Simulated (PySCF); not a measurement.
**Electron correlation in Nb (niobium, neutral)**

[Kr] 4d4 5p1, one real determinant (an excited configuration). All numbers are calculated (PySCF 2.14, scalar relativity by spin-free X2C-1e, in x2c-TZVPPall (8s6p6d2f1g, 79 functions)). Frozen: [Ar] 3d10; 13 electrons correlated.

| level | correlation energy (mhartree) |
| --- | --- |
| CCSD | -308.15 |
| (T) | -9.49 |
| CCSD(T) | -317.64 |

Diagnostics: T1 = 0.014, D1 = 0.0671, largest double amplitude 0.080.

Is a single reference adequate?

Mostly. T1 lies below 0.03, but a double amplitude of this size points to a near-degeneracy that CCSD handles and MP2 describes poorly.

The basis was made for the ground configuration and has no added diffuse functions, which can raise the energy of the promoted electron.

The reference is one real determinant that mixes LS terms of this configuration.

This basis was not built for core-valence correlation, so the inner-shell part is incomplete.
